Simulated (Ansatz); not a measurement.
A trace of molecular dynamics of ClH3OSn (6 atoms, charge 0, multiplicity 1).

All numbers below come from RKS BHLYP/def2-SVP (Ansatz 0.2.0).

```yaml
ensemble: NVE (velocity Verlet)
starting_velocities_drawn_for: 400 K
seed: 604707
```

```csv
time (fs),T (K),potential energy less start (eV),conserved less start (meV/atom)
0.0,400,0.000,0.00
8.0,587,0.816,152.18
16.0,7415142,12.559,641046.16
24.0,7409958,14.322,640893.21
32.0,7409995,14.255,640885.37
40.0,7410048,14.308,640898.81
48.0,7410096,14.227,640889.42
56.0,7410210,14.411,640929.81
64.0,7410346,14.311,640924.83
72.0,7410530,14.456,640965.00
80.0,7410432,14.521,640967.29
88.0,7410139,14.241,640895.36
96.0,7410096,14.307,640902.67
104.0,7410046,14.232,640885.79
112.0,7409917,14.320,640889.40
120.0,7409883,14.306,640884.12
128.0,7409923,14.291,640885.07
136.0,7409963,14.264,640883.97
144.0,7409861,14.314,640883.57
152.0,7409835,14.337,640885.18
160.0,7409835,14.322,640882.80
```

Q: Can this run be trusted? Judge the integration.

A: The conserved energy changed by up to 640000 meV per atom, so the integration failed: the time step of 4 fs is too long for the fastest motions that this run met, and the later frames carry no physical meaning.

Time of the run: 10 min on 1 thread of Arm Neoverse V1 (shared host), peak memory 0.18 GiB.
